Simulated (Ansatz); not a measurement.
`N[Si](O)(F)F` + H₂ → `O[SiH](F)F` + NH₃  (hydrogenolysis of the Si–N bond)

Calculated with Ansatz (gas phase, PBE0-D4/def2-TZVP geometries, no zero-point term in ΔE). CCSD(T)/CBS is the MP2 limit (def2-TZVPP, def2-QZVPP) plus CCSD(T) − MP2 in def2-TZVPP, frozen cores. This one scheme is used for every species. Each species was taken in one conformer, which may not be the lowest.

| species | CCSD(T)/CBS(def2) energy (Eh) |
| --- | --- |
| `N[Si](O)(F)F` | -620.58997 |
| H₂ | -1.17544 |
| `O[SiH](F)F` | -565.23707 |
| NH₃ | -56.50880 |

Q: Work out ΔE.

A: ΔE = (-565.23707) + (-56.50880) − (-620.58997) − (-1.17544) = 0.01954 Eh = +51.3 kJ/mol.

Q: What do rigid-rotor, harmonic-oscillator terms from PBE0-D4/def2-TZVP frequencies (298.15 K, 1 bar) make of the CCSD(T)/CBS value? (An estimate is asked.)

A: Computed: ΔZPE = +16.3 kJ/mol, ΔH = +64.9 kJ/mol, ΔS = 33 J/(mol·K), ΔG = +55.0 kJ/mol.

Largest T1 diagnostic among the species: 0.011.

The D4 term adds +8.2 kJ/mol with B3LYP and +4.3 kJ/mol with PBE0; it sums over pairs of atoms, weighted by their polarisabilities, and B3LYP, whose exchange is more repulsive, gets the larger term. From BLYP to BHLYP (50 % exact exchange), in def2-TZVPP and without D4, ΔE moves by +7.3 kJ/mol.

B3LYP here is the variant with VWN-RPA as its local correlation; programs differ in this.
